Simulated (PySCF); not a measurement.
Simulated absorption spectrum

Compound: C6H7NO2.
SMILES: `NC(=O)[C@@H]1C=CC(=O)C1`

Computed, not measured: TDDFT PBE0/def2-SVPD, vertical, gas phase, core orbitals frozen in the response in PySCF. Geometry: GFN2-xTB, one conformer, isolated molecule. Torsions of this conformer, `[NH2:1][C:2](=[O:3])[C@@H:4]1[CH:5]=[CH:6][C:7](=[O:8])[CH2:9]1`: N1–C2–C4–C5 -72°, H–N1–C2–O3 -1°, H–N1–C2–O3 179°.

Broadening: Gaussians 0.4 eV wide at half height, area fixed by f = 4.319×10⁻⁹ ∫ε dν̃. The width is an assumption, not a result. The curve ends short of the highest state used, and states not computed would add to its high-energy end.

(λ (nm), ε (L mol⁻¹ cm⁻¹)): (211.9, 1120), (218.2, 509), (224.5, 183), (230.8, 669), (237.1, 2278), (243.4, 3842), (249.7, 3508), (256.0, 1892), (262.3, 650), (268.6, 152), (274.9, 25), (281.2, 3), (287.5, 0), (293.8, 0), (300.1, 1), (306.4, 2), (312.7, 5), (319.0, 8), (325.3, 10), (331.6, 11), (337.9, 10), (344.2, 8), (350.5, 5), (356.7, 3), (363.0, 2), (369.3, 1), (375.6, 0), (381.9, 0), (388.2, 0), (394.5, 0)

(1) Where are the band maxima, and which computed states make them?

(2) On this curve, what absorbance would a 10⁻⁴ mol/L sample give at 222 nm over a 1 cm path?

(3) Coming from long wavelengths, where does ε first pass 100 L mol⁻¹ cm⁻¹?

Answers

(1) 331 nm (3.74 eV), ε about 11, made up of S1 (100%); 246 nm (5.05 eV), ε about 4000, made up of S2 (100%) (ε in L mol⁻¹ cm⁻¹; maxima over ε = 5, shares over 10%). At its high-energy end, 5.85 eV, the curve is still rising (ε about 1100, from S4). The states used: S1 3.74 eV (f 0.0002); S2 5.05 eV (f 0.059); S3 5.87 eV (f 0.0010); S4 5.90 eV (f 0.015); S5 6.27 eV (f 0.0063); S6 6.45 eV (f 0.217).

(2) 222 nm is 5.585 eV, where ε is about 240 L mol⁻¹ cm⁻¹, so A = ε c l ≈ 0.024 (Beer–Lambert, with the gas-phase spectrum and the assumed width).

(3) At about 270 nm (4.59 eV), 0.85 eV above S1.
